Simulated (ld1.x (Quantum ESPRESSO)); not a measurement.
What the settings do to the TM potential of palladium

Base potential:

ld1.x (Quantum ESPRESSO) 7.5 input, shortened:

```
&input
   title='Pd', zed=46., rel=1, dft='PBE', iswitch=3,
   config='[Kr] 4d9 5s0 5p0'
 /
 &inputp
   pseudotype=2, tm=.true., lloc=0,
   nlcc=.true., rcore=0.65
 /
3
4P  2  1   6.00   0.00  1.40  1.40  0.0
4D  3  2   9.00   0.00  1.75  1.75  0.0
4S  1  0   2.00   0.00  1.20  1.20  0.0
 &test
   configts(1)='4s2 4p6 4d9 5s0 5p0'
 /
```

Cutoffs, loose and tight: the cutoffs (Ry, on a coarse ladder) from which the occupation-weighted sum of valence levels, in a spherical-Bessel basis at the reference potential, stays within 10 and 1 mRy of its value at 400 Ry. They do not see the model core or the augmentation charge, which bear on the density cutoff. Test errors are all-electron minus pseudo excitation energies from the reference, over the configurations 4s2 4p6 4d10 5s0 5p0; 4s2 4p6 4d8 5s0 5p0; 4s2 4p6 4d7 5s0 5p0; 4s1 4p6 4d10 5s0 5p0; 4s2 4p6 4d8 5s1 5p0; 4s2 4p5 4d10 5s0 5p0; 4s2 4p6 4d9.5 5s0 5p0. A dash means not determined; rows that change the core or the reference have their own tests.

Cutoffs are not given where the Bessel-basis levels miss the radial ones by over 6 mRy, ghosts where they miss by over 20 mRy; a channel whose overlap is not positive is not tested.

```tsv
change	outcome	cutoff, loose	cutoff, tight	bound ghosts	largest test error (meV)
base	generated	110 Ry	180 Ry	none	+381
fully relativistic	generated	–	–	not determined	+378
wave 4s (bound): rc 1.20 bohr becomes 4s (bound): rc 1.68 bohr	generated	70 Ry	110 Ry	none	+3535
core correction a·sin(br)/r model core inside 1.36 bohr	generated	110 Ry	180 Ry	none	+382
wave 4p (bound): rc 1.40 bohr becomes 4p (bound): rc 1.06 bohr	generated	160 Ry	200 Ry	none	+381
local potential the d channel	generated	110 Ry	180 Ry	none	+111
wave 4d (bound): rc 1.75 bohr becomes 4d (bound): rc 2.56 bohr	generated	110 Ry	180 Ry	none	+415
reference 4s2 4p6 4d10 5s0 5p0	generated	110 Ry	180 Ry	none	+384
all radii but the core radius scaled by about 1.25 (s 1.50, p 1.76, d 2.18 bohr)	generated	70 Ry	90 Ry	none	+1839
functional LDA (PZ)	generated	110 Ry	180 Ry	none	+393
all radii but the core radius scaled by about 1.22 (s 1.46, p 1.72, d 2.14 bohr)	generated	70 Ry	90 Ry	none	+1577
```
